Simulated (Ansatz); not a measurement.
CH$_{5}$BClFSi, SMILES `BC[SiH](F)Cl`. The species carries charge 0 and has multiplicity 1.

```xyz
10

B     1.161   -0.785    0.720
C     0.109    0.344    0.718
Si   -0.915    0.293   -0.828
F    -1.872    1.566   -0.848
Cl    0.267    0.388   -2.490
H     2.288   -0.574    0.382
H     0.846   -1.900    1.020
H     0.530    1.354    0.755
H    -0.648    0.221    1.503
H    -1.766   -0.907   -0.933
```

List the harmonic frequencies (cm⁻¹, unscaled) at PBE0-D4/def2-TZVP in Ansatz. (Best estimate.)

The calculation gave: 53, 132, 162, 242, 261, 310, 539, 671, 684, 773, 819, 890, 913, 947, 1034, 1084, 1108, 1254, 1415, 2280, 2584, 2667, 3038, 3113.

Is this a minimum?

Yes, all 24 modes are real.

Give the ideal-gas thermochemistry at 298.15 K and 1 bar (rigid rotor, harmonic oscillator; point group C1, symmetry number 1).

Zero-point energy 161.3 kJ/mol; H(298) − E = 182.7 kJ/mol; entropy 354.4 J/(mol·K), of which translation 167.5, rotation 114.7, vibration 72.2; G(298) − E = 77.0 kJ/mol. Modes under 100 cm⁻¹ are hindered rotations or soft bends, so the harmonic entropy is rough.
